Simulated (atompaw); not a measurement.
# What one change does to a pseudopotential (iridium (Ir), PAW (atompaw))

Ir, PAW, made with atompaw 4.2.0.5 (PBE, scalar-relativistic). Core [Xe] 4f14, reference 5d7.5 6s1.5 6p0. Waves: 6s (bound): rc 2.90 bohr; 6s channel at 0.1 Ry: rc 2.90 bohr; 6p (bound, empty): rc 2.90 bohr; 6p channel at 0.95 Ry: rc 2.90 bohr; 5d (bound): rc 1.65 bohr; 5d channel at 2.05 Ry: rc 2.90 bohr; 5f channel at 0.15 Ry: rc 2.75 bohr; 5f channel at 1.7 Ry: rc 2.90 bohr. Local part: troulliermartins scheme with l = 4 at 0 Ry, radius 2.60 bohr. Core correction: smooth core density matched at 2.50 bohr. Augmentation charge: gaussian compensation charge, radius 2.45 bohr; PAW radius 2.90 bohr; waves and projectors: custom rrkj vanderbiltortho.

Change: local potential bessel scheme, radius 2.60 bohr.

Cutoffs: the cutoffs (Ry, on a coarse ladder) from which the occupation-weighted sum of valence levels, in a spherical-Bessel basis at the reference potential, stays within 10 and 1 mRy of its value at 400 Ry; they do not see the model core or the augmentation charge, which bear on the density cutoff.

Problem. What does the change do?

Solution. The potential gets neither clearly harder nor softer (40 Ry and 70 Ry → 40 Ry and 70 Ry); the range in which the s phases agree widens (upper end 1.2 → 2.7); the range in which the f phases agree widens (upper end 2.2 → 4.5); neither file shows a bound ghost.

| quantity | base | changed |
| --- | --- | --- |
| cutoff, loose | 40 Ry | 40 Ry |
| cutoff, tight | 70 Ry | 70 Ry |
| bound ghosts | none | none |
| s: phases at 2.92 bohr within 0.05 rad from the reference energy up to (Ry; the scan ends near 5) | 1.2 | 2.7 |
| p: phases at 2.92 bohr within 0.05 rad from the reference energy up to (Ry; the scan ends near 5) | 3.0 | 3.6 |
| d: phases at 2.92 bohr within 0.05 rad from the reference energy up to (Ry; the scan ends near 5) | 4.0 | to the end of the scan |
| f: phases at 2.92 bohr within 0.05 rad from the reference energy up to (Ry; the scan ends near 5) | 2.2 | 4.5 |
| lowest overlap eigenvalue by channel | s 0.30, p 0.50, d 0.55, f 0.86 | s 0.36, p 0.56, d 0.57, f 0.93 |

 The cutoffs see the waves, projectors and local potential, not the compensation charge or the core.
